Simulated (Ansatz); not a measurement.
Program: Ansatz 0.2.0.

A structure relaxed at PBE0-D4/def2-TZVP, charge 0, multiplicity 1:

Cartesian coordinates in Å:
```
C -1.647 -0.814 -0.349
Si 0.039 -0.428 0.378
C 1.421 -0.925 -0.792
Si 0.218 1.868 0.827
F -0.992 2.344 1.779
H -2.445 -0.512 0.333
H -1.794 -0.288 -1.295
H -1.749 -1.886 -0.537
H 0.200 -1.161 1.668
H 1.346 -0.386 -1.740
H 1.370 -1.995 -1.009
H 2.403 -0.717 -0.361
H 1.491 2.219 1.517
H 0.138 2.680 -0.420
```

**Question.** Give its formula and SMILES.

**Answer.** C2H9FSi2, `C[SiH](C)[SiH2]F`.

**Question.** Point group (tolerance 0.08 Å, 0.16 Å for H)?

**Answer.** C1.

**Question.** Summarise the bond lengths by kind.

**Answer.** 2 × C–Si 1.876 to 1.878 Å; 6 × C–H 1.092 to 1.093 Å; 1 × Si–Si 2.347 Å; 3 × H–Si 1.489 to 1.493 Å; 1 × F–Si 1.611 Å.
